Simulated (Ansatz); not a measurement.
Geometry optimisation, RKS B3LYP-D4/def2-SVPD (Ansatz).

The input (input.yaml):

```yaml
crystal:
  periodic: [false, false, false]
  atoms:
    - { symbol: "N", position_ang: [-0.82, 1.1213, -0.1238] }
    - { symbol: B, position_ang: [-0.1624, -0.166, -0.3306] }
    - { symbol: C, position_ang: [0.8581, -1.1157, -0.0318] }
    - { symbol: "N", position_ang: [-0.0066, -1.478, -0.8991] }
    - { symbol: H, position_ang: [-1.4934, 1.0466, 0.6744] }
    - { symbol: H, position_ang: [-0.1372, 1.8775, 0.1319] }
    - { symbol: H, position_ang: [1.8227, -1.3537, 0.5334] }
basis:
  gaussian: { orbitals: def2-SVPD }
hamiltonian:
  xc: b3lyp
  dispersion: d4
relax:
  f_tol: 0.015
  max_steps: 40
```

Launched with:

```bash
$ ansatz run input.yaml --threads 2 --pin off --max-ram 3072MiB --backend cpu --events-out ev --progress --plain --runs-dir out
```

**Question.** Where does it end, and by what steps?

**Answer.** It converged. After 9 steps the energy has fallen by 1.155 eV; H5 moved furthest, 0.80 Å.

```
step  energy less start (eV)  largest force component (eV/Å)  accepted
   0                  0.0000                           3.213       yes
   1                 -0.4694                           1.066       yes
   2                 -0.8166                           1.137       yes
   3                 -1.0160                           0.886       yes
   4                 -1.0885                           0.914       yes
   5                 -1.1292                           0.690       yes
   6                 -1.1230                           0.459        no
   7                 -1.1535                           0.217       yes
   8                 -1.1551                           0.025       yes
   9                 -1.1555                           0.009       yes
```

```xyz
7
Properties=species:S:1:pos:R:3
N -0.737 1.098 0.107
B -0.039 -0.093 -0.036
C 1.038 -1.081 -0.052
N -0.147 -1.491 -0.399
H -1.728 1.170 -0.082
H -0.308 1.961 0.405
H 1.983 -1.632 0.011
```

Whether the end is a true minimum wasn't checked by a vibrational analysis.

The run took 16 s on 2 threads of Arm Neoverse V2 (shared host), peak memory 0.17 GiB.
